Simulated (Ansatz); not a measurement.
C$_{2}$H$_{7}$GaSi (`[CH2]1[SiH2][CH2][GaH]1`), one more setting.

```yaml
crystal:
  periodic: [false, false, false]
  atoms:
    - {symbol: C, position_ang: [-0.370391, 0.368169, -1.300580]}
    - {symbol: Si, position_ang: [1.111500, -0.156582, -0.258873]}
    - {symbol: C, position_ang: [0.187541, -0.108349, 1.384453]}
    - {symbol: Ga, position_ang: [-1.486534, -0.135321, 0.284754]}
    - {symbol: H, position_ang: [-0.539301, -0.080121, -2.278788]}
    - {symbol: H, position_ang: [-0.404713, 1.458528, -1.417204]}
    - {symbol: H, position_ang: [2.326862, 0.703715, -0.358718]}
    - {symbol: H, position_ang: [1.505156, -1.557115, -0.589220]}
    - {symbol: H, position_ang: [0.275940, 0.877204, 1.858326]}
    - {symbol: H, position_ang: [0.379662, -0.865075, 2.143962]}
    - {symbol: H, position_ang: [-2.985721, -0.505073, 0.531897]}
basis:
  gaussian: {orbitals: def2-TZVP, fitting: {mean_field: cc-pVTZ-jkfit}}
total_charge: -1
magnetization: {spin_polarized: true, initial_magnetization: 1}
hamiltonian: {xc: {name: wB97}}
accuracy: high
output: {forces: true}
```

```sh
$ ansatz run in.yaml --threads 4 --pin off --events-out ev --progress --plain --max-ram 10444MiB
```

Output, abridged:

```
Functional definition: wB97
696 factors; integrals over basis functions are off by at most 3.3e-1 eV
696 factors; integrals over basis functions are off by at most 1.0e-5 eV
mean field evaluation 1: about -62444.5592 eV, gradient 2.7e1 eV
mean field evaluation 2: about -62445.6981 eV, gradient 2.6e1 eV
mean field evaluation 4: about -62447.3016 eV, gradient 1.6e0 eV
mean field evaluation 8: about -62447.3266 eV, gradient 9.2e-2 eV
mean field evaluation 16: about -62447.3273 eV, gradient 7.7e-4 eV
mean field -62447.32730643 eV, -2294.8969501925 hartree, gradient 1.0e-7 eV, S^2 0.752503; 0 other end points of the search recorded, 0 dependent functions left out
reference -62447.32730561 eV, -2294.8969501624 hartree; 33, 32 occupied and 156, 157 virtual orbitals, 696 factors
Total energy: -62447.32730561 eV, -2294.8969501624 hartree
Atom 0 at    -0.370391     0.368169    -1.300580 Å, force     0.461619     0.364285    -0.404935 eV/Å
Atom 1 at     1.111500    -0.156582    -0.258873 Å, force    -1.392384    -0.169159     0.260449 eV/Å
Atom 2 at     0.187541    -0.108349     1.384453 Å, force     0.607567     0.241412     0.289957 eV/Å
Atom 3 at    -1.486534    -0.135321     0.284754 Å, force    -0.698875    -0.060720     0.135966 eV/Å
Atom 4 at    -0.539301    -0.080121    -2.278788 Å, force     0.125647    -0.114637    -0.107511 eV/Å
Atom 5 at    -0.404713     1.458528    -1.417204 Å, force     0.062393    -0.006069    -0.128316 eV/Å
Atom 6 at     2.326862     0.703715    -0.358718 Å, force     0.300556     0.089903    -0.046774 eV/Å
Atom 7 at     1.505156    -1.557115    -0.589220 Å, force     0.222092    -0.048888    -0.054979 eV/Å
Atom 8 at     0.275940     0.877204     1.858326 Å, force     0.106613    -0.043970     0.084101 eV/Å
Atom 9 at     0.379662    -0.865075     2.143962 Å, force     0.149243    -0.134757     0.005850 eV/Å
Atom 10 at    -2.985721    -0.505073     0.531897 Å, force     0.055530    -0.117400    -0.033808 eV/Å
Dipole moment:     0.357842     0.092417    -0.058325 e Å
```

It took 28 s on 4 threads of an Intel Xeon on a shared host, with 1.2 GiB of host memory at the peak.
